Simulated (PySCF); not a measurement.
Electron correlation in Se (selenium, neutral)

[Ar] 3d10 4s2 4p4, high-spin 3P determinant. All numbers are calculated (PySCF 2.14, the spin-free X2C one-electron Hamiltonian (Gaussian nucleus), in x2c-SVPall (5s4p3d, 32 functions)). Frozen: [Ar] 3d10; 6 electrons correlated.

MP2 pair energies summed by pair of shells (mhartree):

```
 pair  energy  share (%)
4p-4p  -35.08       47.1
4s-4p  -32.63       43.8
4s-4s   -6.72        9.0
```

Total MP2 correlation energy: -74.43 mhartree.

Same-spin part -18.32 and opposite-spin part -56.10 mhartree; SCS-MP2 scales them by 1/3 and 6/5 to -73.43 mhartree.

| level | correlation energy (mhartree) |
| --- | --- |
| CCSD | -90.19 |
| (T) | -1.17 |
| CCSD(T) | -91.36 |

Diagnostics: T1 = 0.0065, D1 = 0.0213, largest double amplitude 0.054.

Cost of the coupled-cluster step: 0.12 s of wall time on 1 thread of Intel(R) Xeon(R) Platinum 8559C (shared host), for 6 correlated electrons.
